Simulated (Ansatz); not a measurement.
Molecule: C₂H₉P₂Si, charge 0, multiplicity 2. SMILES: [CH2][Si](C)(P)P

Atoms: C1, Si2, C3, P4, P5, H6, H7, H8, H9, H10, H11, H12, H13, H14. Bonds: C1-Si2, C1-H6, C1-H7, Si2-C3, Si2-P4, Si2-P5, C3-H8, C3-H9, C3-H10, P4-H11, P4-H12, P5-H13, P5-H14.

Bond lengths (Å) and angles (degrees) optimised at PBE/6-31G* with Ansatz (an electronic-structure program); B3LYP/LANL2DZ with Ansatz; B3LYP/6-31G* with Ansatz, each started from the B3LYP-D3(BJ)/def2-TZVP structure (Ansatz) of the last column. A row stands for all coordinates that are equal there; 13 of 32 kinds are shown. 6-31G* holds six Cartesian d functions. No wavenumbers were computed at PBE/6-31G*, B3LYP/LANL2DZ, so these may be saddle points.

| coordinate | PBE/6-31G* | B3LYP/LANL2DZ | B3LYP/6-31G* | B3LYP-D3(BJ)/def2-TZVP |
|---|---|---|---|---|
| C1-Si2 | 1.847 | 1.849 | 1.847 | 1.832 |
| C1-H6 | 1.097 | 1.091 | 1.089 | 1.085 |
| C1-H7 | 1.097 | 1.090 | 1.089 | 1.084 |
| Si2-C3 | 1.895 | 1.894 | 1.891 | 1.875 |
| Si2-P4 | 2.305 | 2.368 | 2.301 | 2.282 |
| Si2-P5 | 2.292 | 2.352 | 2.291 | 2.274 |
| C3-H8 | 1.103 | 1.097 | 1.096 | 1.092 |
| C3-H10 | 1.103 | 1.097 | 1.095 | 1.091 |
| C1-Si2-C3 | 111.4 | 112.1 | 110.7 | 111.5 |
| C1-Si2-P4 | 111.9 | 111.9 | 112.4 | 111.7 |
| C1-Si2-P5 | 108.6 | 108.8 | 108.2 | 108.4 |
| C3-Si2-P4 | 107.2 | 107.2 | 107.4 | 107.6 |
| C3-Si2-P5 | 108.6 | 108.4 | 108.5 | 109.2 |

Mean signed difference of all 13 bond lengths from B3LYP-D3(BJ)/def2-TZVP: PBE/6-31G* 0.016 Å, B3LYP/LANL2DZ 0.027 Å, B3LYP/6-31G* 0.009 Å.
